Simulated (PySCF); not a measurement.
Simulated absorption spectrum

Species: C2H8O3Si2.
Bonds: O1–C2 (double), C2–C3, C3–O4, O4–Si5, C2–O6, O6–Si7. Hydrogens: H8, H9 on C3; H10, H11, H12 on Si5; H13, H14, H15 on Si7.

Theory: PySCF, TDDFT CAM-B3LYP/def2-SVPD, vertical, gas phase, core orbitals frozen in the response. One conformer (not necessarily the lowest) at the GFN2-xTB geometry, without solvent, vibrations or thermal averaging. Torsions of this conformer, `[O:1]=[C:2]([CH2:3][O:4][SiH3:5])[O:6][SiH3:7]`: O1–C2–C3–O4 171°, C2–C3–O4–Si5 179°, O1–C2–O6–Si7 0°.

Each state is given a Gaussian of 0.4 eV full width at half maximum, with ε(max) = 2.175×10⁸ f / Δν̃ (Δν̃ the width in cm⁻¹). The width is an assumption, not a result. The curve ends short of the highest state used, and states not computed would add to its high-energy end.

```csv
λ (nm),ε (L mol⁻¹ cm⁻¹)
162.0,2250
164.5,1985
167.0,1545
169.6,965
172.1,547
174.6,312
177.1,172
179.7,77
182.2,28
184.7,8
187.2,2
189.7,0
192.3,0
194.8,1
197.3,2
199.8,6
202.4,14
204.9,25
207.4,36
209.9,42
212.4,42
215.0,36
217.5,26
220.0,16
222.5,9
225.1,4
227.6,2
230.1,1
232.6,0
235.2,0
```

Problem. Where are the band maxima, and which computed states make them?

Solution. 211 nm (5.87 eV), ε about 43, made up of S1 (100%) (ε in L mol⁻¹ cm⁻¹; maxima over ε = 5, shares over 10%). At its high-energy end, 7.65 eV, the curve is still rising (ε about 2200, from S3, S4 and S5). The states used: S1 5.87 eV (f 0.0006); S2 7.16 eV (f 0.0034); S3 7.50 eV (f 0.022); S4 7.78 eV (f 0.018); S5 7.91 eV (f 0.016); S6 8.06 eV (f 0.0020); S7 8.19 eV (f 0.0018); S8 8.25 eV (f 0.046).

Problem. What would ε be at 5.87 eV, the highest of these maxima, with half the width (0.2 eV)?

Solution. About 86.3 L mol⁻¹ cm⁻¹ against 43.1, a factor of about 2.00; a lone state at its own centre would give exactly 2.

Problem. On this curve, what absorbance would a 10⁻³ mol/L sample give at 222 nm over a 1 cm path?

Solution. 222 nm is 5.585 eV, where ε is about 10 L mol⁻¹ cm⁻¹, so A = ε c l ≈ 0.01 (Beer–Lambert, with the gas-phase spectrum and the assumed width).

Problem. Coming from long wavelengths, where does ε first pass 100 L mol⁻¹ cm⁻¹?

Solution. At about 179 nm (6.93 eV), 1.06 eV above S1.
